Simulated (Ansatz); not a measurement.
Program: Ansatz 0.2.0.

Basis-set series for C₆H₄Si (`C#C[SiH](C#C)C#C`). The species carries charge 0 and has multiplicity 1. All single points use the PBE0-D4/def2-TZVP geometry.

```tsv
functional	basis	functions	energy (Eh)	HOMO (eV)	LUMO (eV)
PBE0-D4	def2-SVP	122	-519.68023	-8.15	-0.50
PBE0-D4	def2-TZVPP	284	-520.04305	-8.21	-0.69
ωB97M-V	def2-SVP	122	-519.97973	-10.38	1.59
ωB97M-V	def2-TZVPP	284	-520.35385	-10.46	1.34
```

(1) Give the rows for def2-QZVPP. (An estimate is asked.)

Results:

(1) The calculation gave: 
| functional | basis | functions | energy (Eh) | HOMO (eV) | LUMO (eV) |
| --- | --- | --- | --- | --- | --- |
| PBE0-D4 | def2-QZVPP | 532 | -520.06509 | -8.23 | -0.74 |
| ωB97M-V | def2-QZVPP | 532 | -520.37350 | -10.47 | 1.22 |

Positive LUMOs are unbound and depend on the basis.
